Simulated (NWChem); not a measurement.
# C2H3BN2O; SMILES N1=CC=NB1O

```xyz
9

O     -0.0830    -2.0442     0.0000
B     -0.0455    -0.7112     0.0000
N      1.2225     0.0958     0.0000
C      0.7699     1.2849     0.0000
C     -0.7624     1.3174     0.0000
N     -1.2686     0.1505     0.0000
H      0.8067    -2.4187     0.0000
H      1.4041     2.1865     0.0000
H     -1.3550     2.2468     0.0000
```
Atoms are numbered in this order, from 1.

Computed with NWChem. Geometry: optimised at PBE0/def2-SVP. B3LYP is NWChem's, with the RPA form of VWN correlation. Static field.

```tsv
level	isotropic polarisability (bohr³)	anisotropy (bohr³)
PBE/def2-SVPD	51.9	31.9
B3LYP/def2-SVPD	(withheld)	(withheld)
LDA (Slater exchange, VWN5)/def2-SVPD	52.1	31.8
```

Some entries are withheld; supply them.


- B3LYP/def2-SVPD, isotropic polarisability (bohr³): 50.1
- B3LYP/def2-SVPD, anisotropy (bohr³): 29.9
